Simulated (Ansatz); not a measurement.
Ansatz (an electronic-structure program) input (PBE0/def2-TZVP):

Ansatz 0.2 input:
```yaml
crystal:
  periodic: [false, false, false]
  atoms:
    - {symbol: Sn, position_ang: [-0.00000000, -0.00000000, -1.41351307]}
    - {symbol: I, position_ang: [0.00000000, 0.00000000, 1.33350289]}
basis:
  gaussian:
    orbitals: def2-TZVP
hamiltonian:
  xc: {name: PBE0}
magnetization: {spin_polarized: true, initial_magnetization: 1}
relax: {f_tol: 0.003, max_steps: 100}
```

Output:

```
Functional definition: PBE0
integrals: 0.03 GiB planned
879 factors; their error is unknown
mean field: 0.43 GiB planned
mean field evaluation 1: about -13933.2517 eV, gradient 6.6e0 eV
mean field evaluation 2: about -13932.7696 eV, gradient 1.1e1 eV
mean field evaluation 4: about -13933.6279 eV, gradient 8.3e-1 eV
mean field evaluation 8: about -13933.9950 eV, gradient 5.2e-1 eV
mean field evaluation 16: about -13933.9954 eV, gradient 2.5e-5 eV
mean field -13933.99536021 eV, -512.0648846866 hartree, gradient 2.3e-5 eV, S^2 0.754300; 1 other end points of the search recorded, 0 dependent functions left out
the calculation of the forces begins
reference -13933.99538419 eV, -512.0648855678 hartree; 24, 23 occupied and 76, 77 virtual orbitals, 879 factors
relax step   1: F+E_penalty+E_count = -13933.99536021 eV  Δ(F+E_penalty+E_count) = +0.000e0 eV  max|allowed force component| = 2.558e-1 eV/Å  Δτ_max = 0.0000 Å  (54 SCF iters, accepted)
these checks for a lower state are left out or cut short: starts, cluster_reference, orbital_swaps, neighbouring_geometries, increment
integrals: 0.03 GiB planned
879 factors; their error is unknown
mean field: 0.43 GiB planned
mean field evaluation 32: about -13933.9993 eV, gradient 1.3e-3 eV
mean field -13933.99926907 eV, -512.0650283345 hartree, gradient 1.6e-5 eV, S^2 0.754250; 0 other end points of the search recorded, 0 dependent functions left out
the calculation of the forces begins
reference -13933.99929299 eV, -512.0650292136 hartree; 24, 23 occupied and 76, 77 virtual orbitals, 879 factors
relax step   2: F+E_penalty+E_count = -13933.99926907 eV  Δ(F+E_penalty+E_count) = -3.909e-3 eV  max|allowed force component| = 5.401e-2 eV/Å  Δτ_max = 0.0187 Å  (36 SCF iters, accepted)
these checks for a lower state are left out or cut short: starts, cluster_reference, orbital_swaps, neighbouring_geometries, increment
integrals: 0.03 GiB planned
879 factors; their error is unknown
mean field: 0.43 GiB planned
mean field -13933.99943431 eV, -512.0650344069 hartree, gradient 1.9e-5 eV, S^2 0.754258; 0 other end points of the search recorded, 0 dependent functions left out
the calculation of the forces begins
reference -13933.99945824 eV, -512.0650352864 hartree; 24, 23 occupied and 76, 77 virtual orbitals, 879 factors
relax step   3: F+E_penalty+E_count = -13933.99943431 eV  Δ(F+E_penalty+E_count) = -1.652e-4 eV  max|allowed force component| = 3.128e-3 eV/Å  Δτ_max = 0.0033 Å  (38 SCF iters, accepted)
these checks for a lower state are left out or cut short: starts, cluster_reference, orbital_swaps, neighbouring_geometries, increment
integrals: 0.03 GiB planned
879 factors; their error is unknown
mean field: 0.43 GiB planned
mean field -13933.99943464 eV, -512.0650344189 hartree, gradient 1.9e-5 eV, S^2 0.754257; 0 other end points of the search recorded, 0 dependent functions left out
the calculation of the forces begins
reference -13933.99945857 eV, -512.0650352984 hartree; 24, 23 occupied and 76, 77 virtual orbitals, 879 factors
relax step   4: F+E_penalty+E_count = -13933.99943464 eV  Δ(F+E_penalty+E_count) = -3.275e-7 eV  max|allowed force component| = 2.029e-3 eV/Å  Δτ_max = 0.0003 Å  (38 SCF iters, accepted)
integrals: 0.03 GiB planned
879 factors; their error is unknown
mean field: 0.43 GiB planned
mean field evaluation 64: about -13933.6357 eV, gradient 1.3e-1 eV
mean field -13933.99943464 eV, -512.0650344189 hartree, gradient 1.9e-5 eV, S^2 0.754257; 2 other end points of the search recorded, 0 dependent functions left out
the calculation of the forces begins
reference -13933.99945857 eV, -512.0650352984 hartree; 24, 23 occupied and 76, 77 virtual orbitals, 879 factors
Total energy: -13933.99945857 eV, -512.0650352984 hartree
Atom 0 at    -0.000000    -0.000000    -1.397768 Å, force    -0.000000    -0.000000    -0.002029 eV/Å
Atom 1 at     0.000000     0.000000     1.317758 Å, force     0.000000     0.000000     0.002029 eV/Å
Dipole moment:    -0.000000     0.000000    -0.463463 e Å
```
